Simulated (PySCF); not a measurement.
Task: Give a PBE0-D3(BJ)/def2-SVP geometry of `F/C(=C/[S-])CC(F)(F)F`. (Charge -1.)

Result: 
```
atom  x, y, z in Å
F1     0.765   -1.871    0.059
C2     0.853   -0.501    0.134
C3     1.873    0.089    0.799
S4     2.190    1.771    0.976
C5    -0.192    0.220   -0.626
C6    -1.612   -0.031   -0.204
F7    -1.820    0.171    1.100
F8    -2.467    0.784   -0.864
F9    -2.023   -1.284   -0.472
H10    2.563   -0.640    1.259
H11   -0.161    0.008   -1.713
H12    0.040    1.289   -0.465
```

Orientation and origin are arbitrary. Atoms count from 1 in this order. The 3 C–C bonds span 1.353 Å (C2=C3, drawn double in one of several resonance forms) to 1.502 Å (C5–C6, drawn single), a spread of 0.149 Å. The 4 C–F bonds span 1.335 Å (C6–F7, drawn single) to 1.375 Å (F1–C2, drawn single), a spread of 0.040 Å. Of the pairs four or more bonds apart, S4···H12 is among the closest relative to their van der Waals radii: 2.63 Å, 88 % of the sum of Bondi's values. C2 (carbon bonded to 2 C and F) is planar (angles 124.9°, 120.6° and 114.4°, sum 359.9°, 0.03 Å off the plane of its three neighbours).

Bonds between heavy atoms (Å): F1–C2 1.375, C2=C3 1.353, C3–S4 1.720, C2–C5 1.480, C5–C6 1.502, C6–F7 1.335, C6–F8 1.353, C6–F9 1.346.

Method used: PBE0-D3(BJ)/def2-SVP geometry optimisation, gas phase (PySCF 2.14.0).

Point group: C1 (no symmetry element, even within 0.4 Å). Stationary, but not proved a minimum. Torsions: F1–C2–C5–C6 61°.

One conformer stands for the species.
